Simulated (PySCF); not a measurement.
Gas-phase reaction: 2 Cu₃Cl₃ → 3 Cu₂ + 6 Cl

Method: PySCF energies (xtb for GFN2) plus ideal-gas RRHO corrections (1 bar). 'Table' is the NASA 1993 thermochemical table (part measured, part estimated). After a fit of one offset per element over all species, the range-separated, M06-2X, PBE0/def2-QZVP and CCSD(T)/def2-TZVPP enthalpies, where run, lie to one side of the table for Cu₂ (-17 kJ/mol): a fault of the table's entry, another state or a shared error of the levels is possible; this was not checked at source. S°(298 K) at PBE0/def2-TZVP differs from the NASA 1993 table for Cu₃Cl₃ (-13 J/mol/K); whether the harmonic model or the table's entry is off was not settled. † marks an energy on the PBE0/def2-TZVP geometry and frequencies; other levels use their own. MP2 freezes the core. 6-31G* has spherical d functions here. Open shells (unrestricted): Cl (multiplicity 2, electronic degeneracy 6); the rest are closed-shell singlets. GFN2 has no spin-polarisation term. Spin-orbit splitting is ignored; it lowers the true energy and changes the entropy of Cl. B3LYP is the form with VWN-RPA correlation. Cu: all electrons, no relativistic terms. MP2 isn't extrapolated to the basis-set limit; its ΔH°(298 K) is 2871.7 kJ in def2-SVP and 2794.2 kJ in def2-TZVPP. The harmonic model lacks anharmonicity and excited electronic states, which grow with temperature; levels with a mode under 35 cm⁻¹ are left out. Soft modes under 120 cm⁻¹ make the harmonic entropy rough for Cu₃Cl₃. The table's entry may be an old estimate for Cu₃Cl₃, Cu₂ (not checked at source).

```
level            ΔH°(298 K), kJ  minus table  ΔG°(2500 K), kJ
---------------  --------------  -----------  ---------------
table                    2701.0            -            600.6
B3LYP/6-31G*             3086.3        385.3            934.5
GFN2-xTB                 2099.1       -601.9             99.4
HF/def2-TZVP†            1977.4       -723.6           -210.9
MP2/def2-SVP†            2871.7        170.7            683.5
PBE0/def2-QZVP†          2621.8        -79.2            433.6
```
